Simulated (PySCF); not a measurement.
# Correlation energy of O (oxygen, neutral)

[He] 2s2 2p4, high-spin 3P determinant. All numbers are calculated (PySCF 2.14, scalar relativity by spin-free X2C-1e, in cc-pVTZ-DK (4s3p2d1f, 30 functions)). Frozen: 1s2; 6 electrons correlated.

MP2 pair energies summed by pair of shells (mhartree):

```tsv
pair	energy	share (%)
2p-2p	-67.08	46.8
2s-2p	-65.71	45.9
2s-2s	-10.45	7.3
```

Total MP2 correlation energy: -143.23 mhartree.

Same-spin part -35.53 and opposite-spin part -107.71 mhartree; SCS-MP2 scales them by 1/3 and 6/5 to -141.09 mhartree.

```csv
level,correlation energy (mhartree)
CCSD,-159.38
(T),-2.91
CCSD(T),-162.29
```

Diagnostics: T1 = 0.0053, D1 = 0.0105, largest double amplitude 0.048.

Cost of the coupled-cluster step: 0.29 s of wall time on 1 thread of Neoverse-V2 (shared host), for 6 correlated electrons.
